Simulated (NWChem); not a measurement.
The numbers come from NWChem runs, not from measurements. System: Br, charge 2, spin multiplicity 4. Its SCF solution wasn't tested for a lower state. Level: UHF/def2-TZVPD.

Input file:

```
start mol
memory heap 200 mb stack 900 mb global 1100 mb
charge 2
geometry units angstroms nocenter noautoz
  Br     0.000000     0.000000     0.000000
  symmetry group D2h
end
basis spherical
  * library def2-tzvpd
end
scf
  uhf
  nopen 3
  maxiter 100
  thresh 1e-7
  semidirect memsize 60000000 filesize 0
  # guess.movecs holds the orbitals of an unrestricted PBE0 run
  vectors input guess.movecs output mol.movecs
end
task scf energy
```

Output (cleaned and shortened):

```
             Northwest Computational Chemistry Package (NWChem) 7.3.0
             --------------------------------------------------------

                                NWChem Input Module
                                -------------------

 Scaling coordinates for geometry "geometry" by  1.889725989
 (inverse scale =  0.529177249)

                             Geometry "geometry" -> ""
                             -------------------------

 Output coordinates in angstroms (scale by  1.889725989 to convert to a.u.)

  No.       Tag          Charge          X              Y              Z
 ---- ---------------- ---------- -------------- -------------- --------------
    1 Br                  35.0000     0.00000000     0.00000000     0.00000000

 Effective nuclear repulsion energy (a.u.)       0.0000000000

            Nuclear Dipole moment (a.u.)
            ----------------------------
        X                 Y               Z
 ---------------- ---------------- ----------------
     0.0000000000     0.0000000000     0.0000000000

      Symmetry information
      --------------------

 Group name             D2h
 Group number             26
 Group order               8
 No. of unique centers     1

      Symmetry unique atoms

     1


 Summary of "ao basis" -> "" (spherical)
 ------------------------------------------------------------------------------
       Tag                 Description            Shells   Functions and Types
 ---------------- ------------------------------  ------  ---------------------
 *                         def2-tzvpd                 on all atoms

 Summary of "ao basis" -> "ao basis" (spherical)
 ------------------------------------------------------------------------------
       Tag                 Description            Shells   Functions and Types
 ---------------- ------------------------------  ------  ---------------------
 Br                        def2-tzvpd               19       57   7s6p5d1f

                                 NWChem SCF Module
                                 -----------------

  ao basis        = "ao basis"
  functions       =    57
  atoms           =     1
  alpha electrons =    18
  beta  electrons =    15
  charge          =   2.00
  wavefunction    = UHF
  use symmetry    = T
  symmetry adapt  = T

 Summary of "ao basis" -> "ao basis" (spherical)
 ------------------------------------------------------------------------------
       Tag                 Description            Shells   Functions and Types
 ---------------- ------------------------------  ------  ---------------------
 Br                        def2-tzvpd               19       57   7s6p5d1f

      Symmetry analysis of basis
      --------------------------

        ag         17
        au          1
        b1g         5
        b1u         8
        b2g         5
        b2u         8
        b3g         5
        b3u         8

 Forming initial guess at       0.0s

   Symmetry analysis of molecular orbitals - initial alpha
   -------------------------------------------------------

  Numbering of irreducible representations:

     1 ag          2 au          3 b1g         4 b1u         5 b2g
     6 b2u         7 b3g         8 b3u

  Orbital symmetries:

     1 ag          2 ag          3 b3u         4 b2u         5 b1u
     6 ag          7 b2u         8 b3u         9 b1u        10 ag
    11 b2g        12 b3g        13 b1g        14 ag         15 ag
    16 b3u        17 b2u        18 b1u        19 b3g        20 b2g
[...]
              MO Center=  9.0D-17,  1.2D-16, -4.5D-16, r^2= 5.8D+00
   Bfn.  Coefficient  Atom+Function         Bfn.  Coefficient  Atom+Function
  ----- ------------  ---------------      ----- ------------  ---------------
     7      1.433091  1 Br s                  6     -0.624022  1 Br s
     5     -0.459405  1 Br s                  4      0.197355  1 Br s

 Vector   20  Occ=0.000000D+00  E=-3.036114D-01  Symmetry=ag
              MO Center= -3.8D-24,  4.9D-24,  3.6D-21, r^2= 3.6D+00
   Bfn.  Coefficient  Atom+Function         Bfn.  Coefficient  Atom+Function
  ----- ------------  ---------------      ----- ------------  ---------------
    50      0.548897  1 Br d  2              45      0.453884  1 Br d  2
    40      0.163233  1 Br d  2

 Vector   21  Occ=0.000000D+00  E=-3.036114D-01  Symmetry=b3g
              MO Center=  7.8D-33,  1.3D-15,  3.9D-30, r^2= 3.6D+00
   Bfn.  Coefficient  Atom+Function         Bfn.  Coefficient  Atom+Function
  ----- ------------  ---------------      ----- ------------  ---------------
    47      0.548897  1 Br d -1              42      0.453884  1 Br d -1
    37      0.163233  1 Br d -1

                     UHF Final Beta Molecular Orbital Analysis
                     -----------------------------------------

 Vector   13  Occ=1.000000D+00  E=-4.081446D+00  Symmetry=b2g
              MO Center= -1.1D-20,  1.8D-30, -1.5D-29, r^2= 1.2D-01
   Bfn.  Coefficient  Atom+Function         Bfn.  Coefficient  Atom+Function
  ----- ------------  ---------------      ----- ------------  ---------------
    29      0.913713  1 Br d  1              34      0.179648  1 Br d  1

 Vector   14  Occ=1.000000D+00  E=-4.081446D+00  Symmetry=b1g
              MO Center= -8.5D-30, -8.2D-30, -1.2D-29, r^2= 1.2D-01
   Bfn.  Coefficient  Atom+Function         Bfn.  Coefficient  Atom+Function
  ----- ------------  ---------------      ----- ------------  ---------------
    26      0.913713  1 Br d -2              31      0.179648  1 Br d -2

 Vector   15  Occ=1.000000D+00  E=-1.560476D+00  Symmetry=ag
              MO Center=  2.6D-35, -1.7D-21, -9.3D-26, r^2= 8.7D-01
   Bfn.  Coefficient  Atom+Function         Bfn.  Coefficient  Atom+Function
  ----- ------------  ---------------      ----- ------------  ---------------
     5      0.831710  1 Br s                  6      0.464788  1 Br s
     4     -0.458454  1 Br s                  3     -0.305350  1 Br s

 Vector   16  Occ=0.000000D+00  E=-7.165582D-01  Symmetry=b3u
              MO Center= -4.3D-21,  1.0D-30, -2.0D-31, r^2= 1.4D+00
   Bfn.  Coefficient  Atom+Function         Bfn.  Coefficient  Atom+Function
  ----- ------------  ---------------      ----- ------------  ---------------
    17      0.585619  1 Br px                11     -0.363301  1 Br px
    14      0.322137  1 Br px                20      0.263338  1 Br px

 Vector   17  Occ=0.000000D+00  E=-7.165582D-01  Symmetry=b1u
              MO Center=  6.6D-21,  2.5D-20, -1.1D-20, r^2= 1.4D+00
   Bfn.  Coefficient  Atom+Function         Bfn.  Coefficient  Atom+Function
  ----- ------------  ---------------      ----- ------------  ---------------
    19      0.585619  1 Br pz                13     -0.363301  1 Br pz
    16      0.322137  1 Br pz                22      0.263338  1 Br pz

 Vector   18  Occ=0.000000D+00  E=-7.165582D-01  Symmetry=b2u
              MO Center=  9.4D-31, -3.4D-21, -1.1D-31, r^2= 1.4D+00
   Bfn.  Coefficient  Atom+Function         Bfn.  Coefficient  Atom+Function
  ----- ------------  ---------------      ----- ------------  ---------------
    18      0.585619  1 Br py                12     -0.363301  1 Br py
    15      0.322137  1 Br py                21      0.263338  1 Br py

 center of mass
 --------------
 x =   0.00000000 y =   0.00000000 z =   0.00000000

 moments of inertia (a.u.)
 ------------------
           0.000000000000           0.000000000000           0.000000000000
           0.000000000000           0.000000000000           0.000000000000
           0.000000000000           0.000000000000           0.000000000000

  Mulliken analysis of the total density
  --------------------------------------

    Atom       Charge   Shell Charges
 -----------   ------   -------------------------------------------------------
    1 Br  35    33.00   2.00  2.00  1.17  0.76  1.30  0.80 -0.03  6.00  5.93  1.05  1.85  0.18 -0.00  9.00  1.02 -0.03  0.01 -0.00  0.00

  Mulliken analysis of the alpha density
  --------------------------------------

    Atom       Charge   Shell Charges
 -----------   ------   -------------------------------------------------------
    1 Br  35    18.00   1.00  1.00  0.59  0.37  0.66  0.39 -0.02  3.00  2.98  1.00  1.85  0.18 -0.00  4.49  0.51 -0.01  0.01 -0.00  0.00

   Mulliken analysis of the beta density
   -------------------------------------

    Atom       Charge   Shell Charges
 -----------   ------   -------------------------------------------------------
    1 Br  35    15.00   1.00  1.00  0.58  0.38  0.64  0.41 -0.01  3.00  2.95  0.05 -0.00  0.00 -0.00  4.51  0.50 -0.02  0.01 -0.00  0.00

   Mulliken analysis of the spin density
   -------------------------------------

    Atom       Charge   Shell Charges
 -----------   ------   -------------------------------------------------------
    1 Br  35     3.00  -0.00  0.00  0.00 -0.01  0.03 -0.01 -0.01  0.00  0.03  0.94  1.85  0.18 -0.00 -0.02  0.01  0.01  0.00 -0.00  0.00

       Multipole analysis of the density wrt the origin
       ------------------------------------------------

     L   x y z        total         alpha         beta         nuclear
     -   - - -        -----         -----         ----         -------
     0   0 0 0      2.000000    -18.000000    -15.000000     35.000000

     1   1 0 0     -0.000000     -0.000000      0.000000      0.000000
     1   0 1 0      0.000000      0.000000      0.000000      0.000000
     1   0 0 1     -0.000000      0.000000     -0.000000      0.000000

     2   2 0 0     -8.460831     -6.196057     -2.264773      0.000000
     2   1 1 0     -0.000000     -0.000000     -0.000000      0.000000
     2   1 0 1     -0.000000     -0.000000     -0.000000      0.000000
     2   0 2 0     -8.460831     -6.196057     -2.264773      0.000000
     2   0 1 1      0.000000      0.000000      0.000000      0.000000
     2   0 0 2     -8.460831     -6.196057     -2.264773      0.000000

 Task  times  cpu:        0.7s     wall:        0.7s

 Total times  cpu:        0.7s     wall:        0.7s
```
